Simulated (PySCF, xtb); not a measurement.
B(Me)(OAc)(OH) (C3H7BO3), SMILES CB(O)OC(C)=O.

Coordinates come from a PBE-D3(BJ)/def2-SVP optimisation. One conformer was computed; it need not be the lowest.

These are IEF-PCM-M06-2X/def2-SVP (PySCF) values and carry that method's errors.

The values are the electrostatic part of the solvation free energy, E(continuum) − E(gas) at the gas-phase geometry, in a cavity of scaled van der Waals radii (PySCF's table); cavitation and dispersion terms are not included. In vacuum the orbital gap is 10.55 eV. The dipole moment in vacuum is 2.87 D.

Computed values in water (ε = 78.36), toluene (ε = 2.37), ethylethanoate (ε = 5.99):
```json
[
 {"solvent": "water", "ε": "78.36", "ΔG(elec) (kcal/mol)": "-6.7", "dipole (D)": "3.62", "gap (eV)": "10.65"},
 {"solvent": "toluene", "ε": "2.37", "ΔG(elec) (kcal/mol)": "-3.1", "dipole (D)": "3.20", "gap (eV)": "10.59"},
 {"solvent": "ethylethanoate", "ε": "5.99", "ΔG(elec) (kcal/mol)": "-5.2", "dipole (D)": "3.43", "gap (eV)": "10.62"}
]
```

For comparison, GFN2-xTB/ALPB(water) (xtb, at the GFN2-xTB geometry, all terms of that model) gives -7.5 kcal/mol.
